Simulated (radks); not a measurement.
Spherical jellium clusters: N electrons in a uniform positive sphere of charge N and radius rs N^(1/3), rs = 2.42 bohr. Calculated with a radial shooting solver with Libxc functionals: non-relativistic Kohn-Sham, LDA (Slater exchange, Perdew-Wang correlation), spin-polarised, spherical densities. Levels are named by radial order and angular momentum (1s, 1p, 1d, 2s, ...), and open shells are averaged over m.

N = 10, configuration 1s2 1p6 1d(up 2, down 0). This is the lowest configuration that the search found. Occupied and some empty levels:

level    occupation  eigenvalue (eV)  <r> (bohr)
1s up             1          -8.8092       3.423
1s down           1          -8.5340       3.359
1p up             3          -5.8158       4.349
1p down           3          -5.4330       4.325
1d up             2          -2.5733       5.369
2s up             0          -2.2380       5.777
1d down           0          -2.1681       5.431
2s down           0          -1.9857       5.907
2p up             0         -0.43752       9.584
2p down           0         -0.30362       10.31

Energy (eV): total -8.84658, kinetic 40.228, external -591.72, Hartree 281.44, exchange-correlation -51.948, background 313.15.
